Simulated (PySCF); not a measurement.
C3H7BN2, SMILES C=C=CB(N)N. Atoms are numbered in the order given.

```xyz
13

C     -0.1166    -2.7061     0.0000
C      0.4155    -1.5090     0.0000
C      0.8917    -0.2881     0.0000
B     -0.0354     0.9920     0.0000
N      0.5848     2.2652     0.0000
N     -1.4390     0.8307     0.0000
H     -0.3384    -3.2288    -0.9367
H     -0.3384    -3.2288     0.9367
H      1.9852    -0.1751     0.0000
H      0.0802     3.1398     0.0000
H      1.5873     2.3771     0.0000
H     -1.8613    -0.0871     0.0000
H     -2.1017     1.5915     0.0000
```

Geometry optimised at PBE0-D3(BJ)/def2-SVP. This is a generated structure with no PubChem entry under its InChIKey; it may be hypothetical. Other conformers were not sampled.

Two levels are set side by side: PBE/pcSseg-1 (PySCF) and PBE0/pcSseg-1 (PySCF). GIAO shifts against BF3 (¹¹B), NH3 (¹⁵N), TMS (¹H), TMS (¹³C) at the same level; non-relativistic, no solvent, atoms listed together averaged. Differences are taken from unrounded values.

```tsv
quantity	PBE0	PBE	PBE minus PBE0
δ(¹³C) of C1 (ppm)	74.9	72.5	-2.4
δ(¹³C) of C2 (ppm)	229.9	224.7	-5.3
δ(¹³C) of C3 (ppm)	88.8	87.5	-1.3
δ(¹¹B) of B4 (ppm)	12.4	10.6	-1.8
δ(¹H) of H7, H8 (ppm)	4.96	4.86	-0.10
δ(¹H) of H9 (ppm)	5.20	5.14	-0.07
```

Rough cost on one machine, each run with all the roots and properties that it gave: PBE0 against PBE within a factor of 2.
